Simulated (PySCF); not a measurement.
AlCl$_{3}$, charge +1, doublet, at a GFN2-xTB geometry (such geometries of metal compounds can be far from the true shape) (a state made from the parent by changing its charge; the spin is typed, not shown lowest); R2SCAN/6-31G** (PySCF).

Here is a job for PySCF.
```python
from pyscf import gto, scf, dft

mol = gto.Mole()
mol.atom = '''
    Al    0.006464   -0.007020   -0.018113
    Cl   -1.723626   -1.067062   -0.195647
    Cl    0.099854    1.910353   -0.698832
    Cl    1.618829   -0.837923    0.908330
'''
mol.basis = '6-31g**'
mol.charge = 1
mol.spin = 1
mol.verbose = 4
mol.build()

mf = dft.UKS(mol)
mf.xc = 'r2scan'
mf.kernel()
mf.analyze()
```

The log (banner, timings and long lists left out):

```
PySCF version 2.14.0

[INPUT] verbose = 4
[INPUT] num. atoms = 4
[INPUT] num. electrons = 63
[INPUT] charge = 1
[INPUT] spin (= nelec alpha-beta = 2S) = 1
[INPUT] symmetry False subgroup None
[INPUT] Mole.unit = angstrom
[INPUT] Symbol           X                Y                Z      unit          X                Y                Z       unit  Magmom
[...]
nuclear repulsion = 302.318346638389
number of shells = 32
number of NR pGTOs = 204
number of NR cGTOs = 72
basis = 6-31g**
ecp = {}

******** <class 'pyscf.dft.uks.UKS'> ********
method = UKS
initial guess = minao
damping factor = 0
level_shift factor = 0
DIIS = <class 'pyscf.scf.diis.CDIIS'>
diis_start_cycle = 1
diis_space = 8
diis_damp = 0
SCF conv_tol = 1e-09
SCF conv_tol_grad = None
SCF max_cycles = 50
direct_scf = True
direct_scf_tol = 1e-13
number electrons alpha = 32  beta = 31
XC library pyscf.dft.libxc version 7.1.2
    S. Lehtola, C. Steigemann, M. J. T. Oliveira, and M. A. L. Marques,  SoftwareX 7, 1–5 (2018)
XC functionals = r2scan
    J. W. Furness, A. D. Kaplan, J. Ning, J. P. Perdew, and J. Sun,  J. Phys. Chem. Lett. 11, 8208–8215 (2020)
    J. W. Furness, A. D. Kaplan, J. Ning, J. P. Perdew, and J. Sun,  J. Phys. Chem. Lett. 11, 9248–9248 (2020)
    J. W. Furness, A. D. Kaplan, J. Ning, J. P. Perdew, and J. Sun,  J. Phys. Chem. Lett. 11, 8208–8215 (2020)
    J. W. Furness, A. D. Kaplan, J. Ning, J. P. Perdew, and J. Sun,  J. Phys. Chem. Lett. 11, 9248–9248 (2020)
radial grids:
    Treutler-Ahlrichs [JCP 102, 346 (1995); DOI:10.1063/1.469408] (M4) radial grids

becke partition: Becke, JCP 88, 2547 (1988); DOI:10.1063/1.454033
pruning grids: <function nwchem_prune>
grids dens level: 3
symmetrized grids: False
atomic radii adjust function: <function treutler_atomic_radii_adjust>
small_rho_cutoff = 0
Set gradient conv threshold to 3.16228e-05
tot grids = 75824
init E= -1623.37642700914

cycle= 1 E= -1622.61270611751  delta_E= 0.764  |g|= 0.184  |ddm|= 1.72
cycle= 2 E= -1622.59987034145  delta_E= 0.0128  |g|= 0.243  |ddm|= 0.689
cycle= 3 E= -1622.63878612829  delta_E= -0.0389  |g|= 0.0162  |ddm|= 0.37
cycle= 4 E= -1622.63893206401  delta_E= -0.000146  |g|= 0.00174  |ddm|= 0.0202
cycle= 5 E= -1622.63892746402  delta_E= 4.6e-06  |g|= 0.00285  |ddm|= 0.00812
cycle= 6 E= -1622.63892836019  delta_E= -8.96e-07  |g|= 0.00269  |ddm|= 0.0122
cycle= 7 E= -1622.63893578472  delta_E= -7.42e-06  |g|= 0.000217  |ddm|= 0.00616
cycle= 8 E= -1622.63893582178  delta_E= -3.71e-08  |g|= 2.26e-05  |ddm|= 0.00042
cycle= 9 E= -1622.63893580947  delta_E= 1.23e-08  |g|= 0.000112  |ddm|= 0.000288
cycle= 10 E= -1622.63893582247  delta_E= -1.3e-08  |g|= 6.08e-06  |ddm|= 0.000262
cycle= 11 E= -1622.63893582251  delta_E= -3.39e-11  |g|= 1.72e-06  |ddm|= 1.44e-05
Extra cycle  E= -1622.63893582251  delta_E= -6.82e-13  |g|= 1.8e-06  |ddm|= 4.51e-06
converged SCF energy = -1622.63893582251  <S^2> = 0.75284496  2S+1 = 2.0028429
**** SCF Summaries ****
Total Energy =                       -1622.638935822507165
Nuclear Repulsion Energy =             302.318346638389130
One-electron Energy =                -2831.242400874686155
Two-electron Energy =                  906.285118413789746
Two-electron Coulomb Energy =         1009.419893265911583
DFT Exchange-Correlation Energy =     -103.134774852121836
**** MO energy ****
                             alpha | beta                alpha | beta
[...]
To work with the spin densities directly, `use mulliken_meta_spin()` only printing them here.

 ** Mulliken spin pop alpha/beta on meta-lowdin orthogonal AOs **
 ** Mulliken Spin Density (per AO)  **
spin_pop of  0 Al 1s       -0.00000
spin_pop of  0 Al 2s       -0.00001
spin_pop of  0 Al 3s       -0.01125
spin_pop of  0 Al 4s       -0.00020
spin_pop of  0 Al 2px       0.00000
spin_pop of  0 Al 2py       0.00000
spin_pop of  0 Al 2pz       0.00000
spin_pop of  0 Al 3px      -0.01444
spin_pop of  0 Al 3py      -0.01435
spin_pop of  0 Al 3pz      -0.01092
spin_pop of  0 Al 4px      -0.00049
spin_pop of  0 Al 4py      -0.00048
spin_pop of  0 Al 4pz      -0.00027
spin_pop of  0 Al 3dxy     -0.00144
spin_pop of  0 Al 3dyz     -0.00061
spin_pop of  0 Al 3dz^2    -0.00035
spin_pop of  0 Al 3dxz     -0.00061
spin_pop of  0 Al 3dx2-y2   -0.00141
spin_pop of  1 Cl 1s       -0.00000
spin_pop of  1 Cl 2s       -0.00000
spin_pop of  1 Cl 3s        0.00251
spin_pop of  1 Cl 4s       -0.00019
spin_pop of  1 Cl 2px       0.00000
spin_pop of  1 Cl 2py       0.00001
spin_pop of  1 Cl 2pz       0.00000
spin_pop of  1 Cl 3px       0.06656
spin_pop of  1 Cl 3py       0.20852
spin_pop of  1 Cl 3pz       0.07358
spin_pop of  1 Cl 4px       0.00035
spin_pop of  1 Cl 4py       0.00058
spin_pop of  1 Cl 4pz       0.00028
spin_pop of  1 Cl 3dxy     -0.00003
spin_pop of  1 Cl 3dyz      0.00002
spin_pop of  1 Cl 3dz^2     0.00003
spin_pop of  1 Cl 3dxz      0.00003
spin_pop of  1 Cl 3dx2-y2    0.00003
spin_pop of  2 Cl 1s       -0.00000
spin_pop of  2 Cl 2s       -0.00000
spin_pop of  2 Cl 3s        0.00251
spin_pop of  2 Cl 4s       -0.00019
spin_pop of  2 Cl 2px       0.00001
spin_pop of  2 Cl 2py       0.00000
spin_pop of  2 Cl 2pz       0.00000
spin_pop of  2 Cl 3px       0.30658
spin_pop of  2 Cl 3py       0.00549
spin_pop of  2 Cl 3pz       0.03659
spin_pop of  2 Cl 4px       0.00074
spin_pop of  2 Cl 4py       0.00024
spin_pop of  2 Cl 4pz       0.00022
spin_pop of  2 Cl 3dxy      0.00007
spin_pop of  2 Cl 3dyz      0.00000
spin_pop of  2 Cl 3dz^2     0.00004
spin_pop of  2 Cl 3dxz      0.00003
spin_pop of  2 Cl 3dx2-y2   -0.00006
spin_pop of  3 Cl 1s       -0.00000
spin_pop of  3 Cl 2s       -0.00000
spin_pop of  3 Cl 3s        0.00251
spin_pop of  3 Cl 4s       -0.00019
spin_pop of  3 Cl 2px       0.00000
spin_pop of  3 Cl 2py       0.00001
spin_pop of  3 Cl 2pz       0.00000
spin_pop of  3 Cl 3px       0.09403
spin_pop of  3 Cl 3py       0.24407
spin_pop of  3 Cl 3pz       0.01056
spin_pop of  3 Cl 4px       0.00039
spin_pop of  3 Cl 4py       0.00064
spin_pop of  3 Cl 4pz       0.00018
spin_pop of  3 Cl 3dxy     -0.00001
spin_pop of  3 Cl 3dyz      0.00004
spin_pop of  3 Cl 3dz^2     0.00003
spin_pop of  3 Cl 3dxz     -0.00001
spin_pop of  3 Cl 3dx2-y2    0.00003
 ** Mulliken Spin Density (per atom)  **
spin density of  0 Al =     -0.05683
spin density of  1 Cl =      0.35228
spin density of  2 Cl =      0.35228
spin density of  3 Cl =      0.35227
 ** Mulliken pop alpha/beta on meta-lowdin orthogonal AOs **
 ** Mulliken pop       alpha | beta **
In total            32.00000 | 31.00000
 ** Mulliken atomic charges   ( Nelec_alpha | Nelec_beta ) **
charge of  0Al =      0.90528  (     6.01895      6.07578 )
charge of  1Cl =      0.03157  (     8.66035      8.30807 )
charge of  2Cl =      0.03158  (     8.66035      8.30807 )
charge of  3Cl =      0.03157  (     8.66035      8.30808 )

WARN: System has nonzero charge 1; the dipole moment is origin-dependent.
Location of origin: [0. 0. 0.]

Dipole moment(X, Y, Z, Debye):  0.03393, -0.03688, -0.09520
```
